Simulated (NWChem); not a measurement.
System: WO2Cl2; SMILES [O]=[W](=[O])([Cl])[Cl]

```xyz
5

W      0.0000     0.0000     0.1643
O      0.0000    -1.3510     1.1822
O      0.0000     1.3510     1.1822
Cl     1.9144     0.0000    -1.0551
Cl    -1.9144     0.0000    -1.0551
```
Atoms are numbered in this order, from 1.

Level: PBE0/def2-SVP with def2 effective core potentials on W (NWChem), optimised geometry, unscaled harmonic frequencies. def2 effective core potentials on W; no spin-orbit coupling.

**Question.** List the harmonic frequencies with IR intensities, and the thermochemistry.

**Answer.** 
| frequency (cm⁻¹) | IR intensity (km/mol) |
|---|---|
| 112 | 0.8 |
| 158 | 5.3 |
| 215 | 0.0 |
| 227 | 6.2 |
| 352 | 0.1 |
| 426 | 27.8 |
| 432 | 83.5 |
| 1029 | 162.3 |
| 1068 | 93.3 |

* **zero-point energy**: 5.7 kcal/mol
* **thermal correction to the enthalpy at 298.15 K (with zero-point energy)**: 10.2 kcal/mol
* **heat capacity Cv**: 18.4 cal/(mol K)
* **entropy at 298.15 K and 1 atm (symmetry number 2)**: 82.6 cal/(mol K)

Rigid rotor and harmonic oscillator.
